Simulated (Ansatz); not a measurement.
A displaced shape of triplet TiO:

```yaml
atoms:
  - { symbol: Ti, position_ang: [-0.0046, -0.0161, -0.3765] }
  - { symbol: O, position_ang: [0.0244, 0.0212, 1.2029] }
```

It was optimised with PBE0/def2-SVP in Ansatz (development build ahead of 0.2.0) to forces under 0.001 eV/Å, with unrestricted orbitals. Each step stands on the lowest determinant of that kind that the program's search found.

What shape does it relax to, and how does the optimisation go?

```yaml
atoms:
  - { symbol: Ti, position_ang: [-0.0047, -0.0162, -0.3806] }
  - { symbol: O, position_ang: [0.0245, 0.0213, 1.2071] }
```

Bond lengths: Ti1–O2 1.588 Å.

```tsv
step	E − E(start) (eV)	largest force (eV/Å)
1	0.0000	0.4683
2	-0.0016	0.1769
3	-0.0019	0.0021
4	-0.0019	0.0000
```

The optimisation ended after 4 steps with its threshold met.
